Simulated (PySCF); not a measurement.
Compound: C6H7FN2Si.
Atom-mapped SMILES: `[CH3:1][Si@:2]1([NH2:3])[CH:4]=[CH:5][C:6]([C:7]#[N:8])=[C:9]1[F:10]`

NICS = −σ at a ghost point: NICS(0) at the centroid of the ring atoms, NICS(1) 1 Å to either side along the normal of their mean plane, zz for the tensor component along that normal. Level: GIAO PBE0/pcSseg-1 (PySCF, non-relativistic, gas phase) on the GFN2-xTB geometry, one conformer.

Ring bond lengths (Å), with Mayer bond orders in brackets: Si2–C4 1.889 (0.85), C4–C5 1.334 (1.86), C5–C6 1.469 (1.04), C6–C9 1.348 (1.64), C9–Si2 1.921 (0.73).

What do the NICS probes read (ppm)?

```tsv
ring	type	NICS(0)	NICS(1), two faces	NICS(1)zz, two faces	rms pucker (Å)	centre to ring atoms, mean (Å)
Si2–C4–C5–C6–C9	5-membered ring with Si; formal bonds 2 double, 3 single	1.1	-0.2 / -0.5	6.9 / 7.1	0.00	1.35
```

What do they say, and how far can they be read as aromaticity?

- Si2–C4–C5–C6–C9: mean NICS(1)zz 7.0 ppm, deshielded. Si2 has four or more neighbours, so the value isn't read as a sign of a π ring current.

At the second NICS(1) probe listed for ring Si2–C4–C5–C6–C9, 1 Å off the ring, how large is the induced field along the normal in 14.1 T applied along it?

NICSzz × B0 = 7.1 ppm × 14.1 T = 100 μT, along the applied field.

Give the inner angles of the rings and the Hirshfeld charges of the ring atoms.

- Si2–C4–C5–C6–C9: Si2 87.2° (+0.427 e), C4 110.8° (-0.155 e), C5 117.0° (-0.032 e), C6 114.2° (-0.027 e), C9 110.8° (+0.015 e); sum 540.0° against 540° for a flat convex ring.

The values belong to the conformer `[CH3:1][Si@:2]1([NH2:3])[CH:4]=[CH:5][C:6]([C:7]#[N:8])=[C:9]1[F:10]`: H–N3–Si2–C1 38°, H–N3–Si2–C1 -179°.
